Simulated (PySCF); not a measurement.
PySCF 2.14 output of an unrestricted r2SCAN calculation on a single atom or ion in dyall-av2z (16s12p7d2f, 101 functions), with no relativity, point nucleus:

```
SCF conv_tol = 1e-09
number electrons alpha = 13  beta = 9
    J. W. Furness, A. D. Kaplan, J. Ning, J. P. Perdew, and J. Sun.,  J. Phys. Chem. Lett. 11, 8208-8215 (2020)
    J. W. Furness, A. D. Kaplan, J. Ning, J. P. Perdew, and J. Sun.,  J. Phys. Chem. Lett. 11, 9248-9248 (2020)
    J. W. Furness, A. D. Kaplan, J. Ning, J. P. Perdew, and J. Sun.,  J. Phys. Chem. Lett. 11, 8208-8215 (2020)
    J. W. Furness, A. D. Kaplan, J. Ning, J. P. Perdew, and J. Sun.,  J. Phys. Chem. Lett. 11, 9248-9248 (2020)
cycle= 1 E= -849.326487495034  delta_E= -0.0133  |g|= 0.0348  |ddm|= 0.313
cycle= 2 E= -849.325466334748  delta_E= 0.00102  |g|= 0.0685  |ddm|= 0.152
cycle= 3 E= -849.327173986572  delta_E= -0.00171  |g|= 0.00595  |ddm|= 0.0453
cycle= 4 E= -849.32719368188  delta_E= -1.97e-05  |g|= 0.00164  |ddm|= 0.00577
cycle= 5 E= -849.327194714731  delta_E= -1.03e-06  |g|= 0.000301  |ddm|= 0.00331
cycle= 6 E= -849.327194754065  delta_E= -3.93e-08  |g|= 1.89e-05  |ddm|= 0.000551
cycle= 7 E= -849.327194754263  delta_E= -1.98e-10  |g|= 7.2e-07  |ddm|= 1.51e-05
converged SCF energy = -849.327194754263  <S^2> = 6.0008514  2S+1 = 5.0003405
```

The run itself started from symmetry-adapted Hartree-Fock orbitals and held the occupation by maximum overlap, on a logarithmic radial grid, so the iterations belong to that start.

Task: Which element, charge and spin multiplicity is this?

Result: Ti (titanium, neutral), multiplicity 5; the state was [Ar] 3d3 4s1, high-spin 5F determinant (an excited configuration).
